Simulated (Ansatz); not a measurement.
`[F][GeH]` + `CNC` → `C[N](C)[GeH]` + H–F at 700 K and 1 bar (ligand exchange at a Ge–F bond).

Program: Ansatz. Geometries: PBE0-D4/def2-TZVP. ΔE: electronic, gas phase. CBS: MP2 limit from def2 TZ/QZ plus the TZ coupled-cluster correction, frozen cores. This one scheme is used for every species. For Ge outer-core shells are correlated without core-valence functions, which leaves a few kJ/mol of doubt a bond. Scalar relativity is left out up to krypton.

```
       species  CCSD(T)/CBS energy (Eh)  H − E (kJ/mol)  S (J/(mol·K))
    `[F][GeH]`              -2176.50038            48.7          290.8
         `CNC`               -135.00321           296.9          352.4
`C[N](C)[GeH]`              -2211.10778           303.0          423.6
           H–F               -100.39570            45.2          198.5
```

H − E and S are ideal-gas, rigid-rotor, harmonic terms from PBE0-D4/def2-TZVP. 1 Eh = 2625.50 kJ/mol, R = 8.31446 J/(mol·K).

Problem. By hand: ΔE, ΔH, ΔS and ΔG.

Solution. ΔE = (-2211.10778) + (-100.39570) − (-2176.50038) − (-135.00321) = 0.00011 Eh = 0.3 kJ/mol. Δ(H − E) = 303.0 + 45.2 − 48.7 − 296.9 = 2.6, so ΔH = 2.9 kJ/mol. ΔS = 423.6 + 198.5 − 290.8 − 352.4 = -21.1 J/(mol·K). ΔG = 2.9 − 700 × (-21.1)/1000 = 17.7 kJ/mol.

Problem. By hand: the equilibrium constant, and the temperature at which ΔG would vanish if ΔH and ΔS stayed fixed.

Solution. log₁₀ K = −ΔG/(RT ln 10) = -1.3. ΔH and −TΔS have one sign here, so there is no such temperature. One of them is within its doubt of zero, so this could turn.

TΔS isn't small against ΔH here. A doubt of 5 kJ/mol in ΔE shifts log₁₀ K by 0.4 here. These are equilibria of isolated gas molecules and say nothing of rates. Largest T1 diagnostic: 0.016 (customary marks: 0.02 for closed shells, 0.045 for open ones).
